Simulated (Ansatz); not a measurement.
CS2 (SMILES S=C=S), singlet, at a GFN2-xTB geometry; REVPBE/aug-cc-pVDZ in Ansatz (an electronic-structure program).

Here is a job for Ansatz.
Ansatz 0.2 input:
```yaml
crystal:
  periodic: [false, false, false]
  atoms:
    - {symbol: S, position_ang: [-0.00000000, -0.00000000, -1.55012521]}
    - {symbol: C, position_ang: [0.00000000, 0.00000000, 0.00000000]}
    - {symbol: S, position_ang: [0.00000000, 0.00000000, 1.55012521]}
basis:
  gaussian:
    orbitals: aug-cc-pVDZ
hamiltonian:
  xc: revpbe
accuracy: high
```

What the program printed (banner, timings and long lists left out):

```
Functional definition: revPBE
1360 factors; integrals over basis functions are off by at most 3.3e-9 eV
mean field evaluation 1: about -22697.7311 eV, gradient 5.0e1 eV
mean field evaluation 2: about -22667.7975 eV, gradient 1.0e2 eV
mean field evaluation 4: about -22704.0147 eV, gradient 3.2e0 eV
mean field evaluation 8: about -22704.0418 eV, gradient 3.4e-2 eV
mean field evaluation 16: about -22704.0418 eV, gradient 5.0e-7 eV
mean field -22704.04177158 eV, -834.3581457534 hartree, gradient 2.0e-8 eV, S^2 0.000000; 0 other end points of the search recorded, 0 dependent functions left out
reference -22704.04177660 eV, -834.3581459378 hartree; 19, 19 occupied and 58, 58 virtual orbitals, 1360 factors
Total energy: -22704.04177660 eV, -834.3581459378 hartree
```
